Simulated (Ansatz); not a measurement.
CH$_{4}$AlBFN. The species carries charge 0 and has multiplicity 1. The bonds changed during the relaxation, so this is another structure than the one it started from.

```xyz
9

B     0.966   -0.177    0.141
C    -0.400   -0.931    0.166
F    -0.826   -1.840    1.051
N    -0.297    0.576    0.667
Al   -0.790    0.392   -1.100
H     1.155    0.267   -1.060
H     1.971   -0.314    0.762
H    -0.445    0.760    1.645
H    -1.335    1.268   -2.274
```

**Question.** What are the harmonic wavenumbers in cm⁻¹ at PBE0-D4/def2-TZVP (Ansatz, finite differences of forces, unscaled)? (Estimate.)

**Answer.** Computed: 262, 332, 350, 418, 443, 476, 516, 620, 719, 725, 834, 861, 1007, 1024, 1076, 1268, 1379, 1980, 2013, 2676, 3667.

**Question.** Is this a minimum?

**Answer.** Yes, all 21 modes are real.

**Question.** Give the ideal-gas thermochemistry at 298.15 K and 1 bar (rigid rotor, harmonic oscillator; point group C1, symmetry number 1).

**Answer.** Zero-point energy 135.4 kJ/mol; H(298) − E = 152.8 kJ/mol; entropy 308.7 J/(mol·K), of which translation 164.5, rotation 107.6, vibration 36.6; G(298) − E = 60.8 kJ/mol.

**Question.** Rotational constants (cm⁻¹)?

**Answer.** 0.2638, 0.1202, 0.1023.
